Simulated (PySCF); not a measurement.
C2H7ClSi3, SMILES [SiH2]1[Si@H](Cl)C=C[SiH2]1. Atoms are numbered in the order given.

```xyz
13

Cl     2.3833     0.4487    -1.0253
Si     1.0477    -0.0055     0.5079
C      0.2523    -1.6683     0.1510
C     -1.0741    -1.8012    -0.0518
Si    -2.2815    -0.3465    -0.0027
Si    -0.8183     1.4159     0.5087
H      1.8463    -0.0524     1.7678
H      0.8912    -2.5614     0.0948
H     -1.4719    -2.8052    -0.2608
H     -2.9810    -0.2082    -1.3178
H     -3.3219    -0.5756     1.0482
H     -0.7330     2.4738    -0.5403
H     -1.0850     2.0237     1.8475
```

The structure is a stationary point at PBE0-D3(BJ)/def2-SVP. The structure was generated by enumeration; whether it is a known compound was not checked.

Computed with PBE/def2-TZVP (PySCF).

```yaml
total_energy: -1408.45869 hartree
highest_occupied_level: -6.47 eV
lowest_empty_level: -2.29 eV
orbital_gap: 4.18 eV
dipole_moment: 1.62 D
quadrupole, principal values (traceless, Buckingham form, about the centre of nuclear charge): -5.61, -0.03, 5.63 D·Å
mean_static_polarisability: 120.2 bohr³ (17.81 Å³)
polarisability_principal_values: 94.3, 117.9, 148.3 bohr³
```
